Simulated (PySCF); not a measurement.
(AgCl)2 ring, Ag2Cl2 (singlet state).
Structure used (PBE0-D3(BJ)/def2-SVP), in Å, numbered top down from 1:
```xyz
4
Ag2Cl2 angstrom
Ag    -1.3318    0.0966   -0.5445
Cl    -0.7450    0.3028    1.8840
Ag     1.3317   -0.0966    0.5446
Cl     0.7451   -0.3028   -1.8841
```

Method used: PySCF, PBE0-D3(BJ)/def2-SVP geometry optimisation, gas phase, def2 core potentials past Kr.

Take the most abundant isotopes and a rigid rotor. The values belong to one conformer.

Give the principal moments of inertia and the rotational constants in cm⁻¹.

Ia = 293.49, Ib = 444.60, Ic = 738.09 u·Å²; 505379 MHz·u·Å²/I gives 1722, 1137 and 684.7 MHz, that is A = 0.05744, B = 0.03792, C = 0.02284 cm⁻¹.

Classify the top.

An asymmetric top. Ray's parameter κ = (2B − A − C)/(A − C) = -0.129; −1 is the prolate and +1 the oblate limit.

What does the inertial defect say?

Planar: Δ = Ic − Ia − Ib = 0.00 u·Å². For a rigid frame Δ = −2 Σ m c², so it vanishes when all atoms lie in the ab plane; here none is more than 0.01 Å from it.

Where do the levels up to J = 2 lie, in MHz?

Above 0(0,0):
J = 1: 1(0,1) 1821, 1(1,1) 2407, 1(1,0) 2859
J = 2: 2(0,2) 5285, 2(1,2) 5598, 2(1,1) 6954, 2(2,1) 8709, 2(2,0) 8888
Those of J = 1 are B + C, A + C and A + B.

The point group D2h allows no dipole (computed: 0.00 D), so a rigid rotor has no electric-dipole lines.

Estimate the classical rotational partition function at 100 K, 298.15 K and 500 K.

Point group D2h, symmetry number σ = 4; q = (√π/σ)·√((kT/h)³/(ABC)), k/h = 20836.6 MHz/K: 36400 at 100 K, 187000 at 298.15 K, 407000 at 500 K.

PBE0-D3(BJ)/def2-SVP frequencies: not computed here. No vibrational averaging or centrifugal distortion is included, and the geometry carries the error of its method. Quadrupole hyperfine structure (35Cl) is left out.
